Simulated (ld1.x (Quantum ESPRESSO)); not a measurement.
## An all-electron radial function and its pseudo partner (iron)

Columns: radius, all-electron u(r) and pseudo u(r) of the 3d shell (level -8.64 eV) of iron in the configuration [Ne] 3s2 3p6 3d6 4s1.5 4p0.5; PBE, non-relativistic, TM semilocal scheme, ld1.x (Quantum ESPRESSO) 7.5.

| r (bohr) | all-electron | pseudo |
| --- | --- | --- |
| 0.095 | 0.0620 | 0.0158 |
| 0.190 | 0.2586 | 0.1131 |
| 0.285 | 0.4872 | 0.3167 |
| 0.380 | 0.6786 | 0.5769 |
| 0.475 | 0.8127 | 0.8067 |
| 0.570 | 0.8915 | 0.9449 |
| 0.665 | 0.9247 | 0.9866 |
| 0.760 | 0.9243 | 0.9653 |
| 0.855 | 0.9016 | 0.9188 |
| 0.950 | 0.8650 | 0.8689 |
| 1.045 | 0.8206 | 0.8209 |
| 1.140 | 0.7725 | 0.7725 |
| 1.235 | 0.7232 | 0.7232 |
| 1.330 | 0.6745 | 0.6745 |
| 1.425 | 0.6274 | 0.6274 |
| 1.520 | 0.5825 | 0.5825 |
| 1.615 | 0.5402 | 0.5402 |
| 1.710 | 0.5006 | 0.5006 |
| 1.805 | 0.4636 | 0.4636 |
| 1.900 | 0.4292 | 0.4292 |
| 1.995 | 0.3973 | 0.3973 |
| 2.090 | 0.3679 | 0.3679 |
| 2.185 | 0.3406 | 0.3406 |
| 2.280 | 0.3154 | 0.3154 |
| 2.375 | 0.2920 | 0.2920 |
| 2.470 | 0.2704 | 0.2704 |

Problem. How many radial nodes do the two functions have?

Solution. The all-electron 3d function has n − l − 1 = 0; the pseudo-wave has 0.

Problem. At about which radius was the pseudo-wave matched?

Solution. 1.15 bohr. The columns agree to 0.0005 from 1.04 bohr on; several derivatives are matched, so the curves merge somewhat inside the radius.

Problem. Is the pseudo-wave norm-conserving?

Solution. Yes: the TM semilocal scheme keeps the norm inside the radius equal to the all-electron one, which fixes the energy derivative of the logarithmic derivative at the level.
